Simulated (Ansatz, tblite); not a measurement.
Cost and result up the ladder for the cluster Al₂P₂⁻ (4 atoms). Total charge -1; doublet. Geometry: B3LYP-D4/def2-TZVPD.

```xyz
4

Al   -1.541   -1.411    0.156
Al    1.646    1.103   -0.681
P    -0.735    0.840   -0.277
P     0.631   -0.533    0.802
```

Ansatz on 2 threads of AMD EPYC 7R43 on a shared host; xTB runs through tblite on one thread. Times are rough, summed over both states, and most runs start from the orbitals of an earlier one. B2PLYP/def2-TZVPD serves as the yardstick here, not as an exact answer. The other state is a quartet at its own geometry.

The xTB rows come from tblite. LC-ωPBE has ω = 0.4 bohr⁻¹. B3LYP takes the VWN-RPA correlation. HSE06 is defined as in plane-wave codes, on full-range PBE exchange. Correlated methods freeze 20 core orbitals. The structure comes from a short search, and lower isomers may exist.

Run but left out: HF/STO-3G, HF/def2-TZVPD, HF/def2-QZVPPD, MP2/def2-TZVPD (quartet: a determinant that CCSD turns far, T1 0.060); MP2/def2-QZVPPD (doublet: ⟨S²⟩ 0.90, where a pure state has 0.75).

Correlated methods converge slowly with the basis.

xTB has no spin-polarisation term.

```
                             level  functions  wall time
                          GFN2-xTB         36    0.035 s
            LDA (SPW92)/def2-TZVPD        172      8.4 s
                 PBE-D4/def2-TZVPD        172       19 s
                RPA@PBE/def2-TZVPD        172       27 s
               B3LYP-D4/def2-TZVPD        172       36 s
               HSE06-D4/def2-TZVPD        172       37 s
r2SCAN-D4/def2-TZVPD (with forces)        172       43 s
                PBE0-D4/def2-TZVPD        172       44 s
                 B2PLYP/def2-TZVPD        172       46 s
                 B97M-V/def2-TZVPD        172       56 s
                LC-ωPBE/def2-TZVPD        172       66 s
               BHLYP-D4/def2-TZVPD        172       74 s
                ωB97M-V/def2-TZVPD        172    2.5 min
             r2SCAN0-D4/def2-TZVPD        172    2.5 min
```

**Question.** Estimate what each level gives for the quartet − doublet (eV).

**Answer.** 
| level | quartet − doublet (eV) | difference from B2PLYP/def2-TZVPD (eV) | remarks |
| --- | --- | --- | --- |
| GFN2-xTB | 1.97 | 0.21 | – |
| LDA (SPW92)/def2-TZVPD | 1.43 | -0.33 | HOMO above zero (doublet), HOMO above zero (quartet) |
| PBE-D4/def2-TZVPD | 1.39 | -0.38 | HOMO above zero (doublet), HOMO above zero (quartet) |
| RPA@PBE/def2-TZVPD | 1.60 | -0.16 | – |
| B3LYP-D4/def2-TZVPD | 1.69 | -0.07 | HOMO above zero (quartet) |
| HSE06-D4/def2-TZVPD | 1.53 | -0.23 | HOMO above zero (quartet) |
| r2SCAN-D4/def2-TZVPD (with forces) | 1.33 | -0.44 | HOMO above zero (quartet) |
| PBE0-D4/def2-TZVPD | 1.56 | -0.20 | HOMO above zero (quartet) |
| B2PLYP/def2-TZVPD | 1.76 | 0.00 | – |
| B97M-V/def2-TZVPD | 1.58 | -0.18 | HOMO above zero (quartet) |
| LC-ωPBE/def2-TZVPD | 1.77 | 0.01 | – |
| BHLYP-D4/def2-TZVPD | 1.91 | 0.15 | HOMO above zero (quartet) |
| ωB97M-V/def2-TZVPD | 2.12 | 0.35 | – |
| r2SCAN0-D4/def2-TZVPD | 1.49 | -0.27 | HOMO above zero (quartet) |
